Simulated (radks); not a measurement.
Results of a calculation; reference values are marked as such.
Problem. Rb2+, configuration [Ar] 3d10 4s2 4p5 (the NIST ground configuration). Level of theory: scalar-relativistic Kohn-Sham, PBE, spin-polarised, spherical densities, finite nucleus; open shells are filled with parallel spins first (spin-orbit coupling, left out, can overturn this in heavy ions); Fermi nuclear charge, rms radius 4.2036 fm (a radial shooting solver on a logarithmic mesh with Libxc functionals). Some entries of the table are withheld. Estimate them.

orbital,occ.,eigenvalue (eV),r(max) (bohr),<r> (bohr)
1s up,1,-15053.88,0.02629,0.04029
1s down,1,-15053.78,0.02629,0.04029
2s up,1,-2028.371,0.1496,0.1778
2s down,1,-2028.316,0.1496,0.1778
2p up,3,-1800.456,0.1196,0.1551
2p down,3,-1800.364,0.1196,0.1551
3s up,1,-318.0213,0.4509,0.5105
3s down,1,-317.9042,0.4509,0.5104
3p up,3,-244.9035,0.4464,0.5186
3p down,3,-244.7719,0.4464,0.5185
3d up,5,-123.9829,0.3931,0.5250
3d down,5,-123.8280,0.3931,0.5244
4s up,1,-50.8389,(1),(2)
4s down,1,-49.8344,(3),(4)
4p up,3,-34.1979,1.399,1.634
4p down,2,-33.2143,1.399,1.641
5s up,0,-13.2302,3.301,3.606
4d up,0,-13.0408,2.012,2.540
5s down,0,-12.9537,3.325,3.643
4d down,0,-12.3986,2.059,2.611

Solution. 
(1) 4s up r(max) (bohr): 1.251
(2) 4s up <r> (bohr): 1.422
(3) 4s down r(max) (bohr): 1.249
(4) 4s down <r> (bohr): 1.423
